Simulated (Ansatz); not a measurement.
One change: `CC(C)[NH][In]([Cl])[Cl]` becomes `CC(C)[NH][Al]([F])[F]`.

Ansatz, PBE0-D4/def2-TZVP geometries, multiplicity 1. Each molecule was computed in one conformer, which needn't be the lowest.

Elements past krypton have def2 core potentials.

```csv
property,`CC(C)[NH][In]([Cl])[Cl]`
LUMO energy (B3LYP/def2-TZVPP) / eV,-2.21
HOMO energy (ωB97M-V/def2-TZVPP) / eV,-9.57
HOMO–LUMO gap (PBE/def2-TZVPP) / eV,3.22
HOMO energy (PBE/def2-TZVPP) / eV,-6.00
HOMO–LUMO gap (ωB97M-V/def2-TZVPP) / eV,9.55
size of the dipole moment (B3LYP/def2-TZVPP) / D,3.69
```

Question: What does the change do to each property? (An estimate is asked.)

Answer: Computed: 
```tsv
property	`CC(C)[NH][Al]([F])[F]`	shift
LUMO energy (B3LYP/def2-TZVPP) / eV	-0.85	1.36
HOMO energy (ωB97M-V/def2-TZVPP) / eV	-9.58	-0.01
HOMO–LUMO gap (PBE/def2-TZVPP) / eV	4.52	1.30
HOMO energy (PBE/def2-TZVPP) / eV	-5.90	0.10
HOMO–LUMO gap (ωB97M-V/def2-TZVPP) / eV	10.63	1.08
size of the dipole moment (B3LYP/def2-TZVPP) / D	2.78	-0.91
```

Dipoles are sizes alone; their direction can turn.

B3LYP here is the variant with VWN-RPA as its local correlation; programs differ in this.
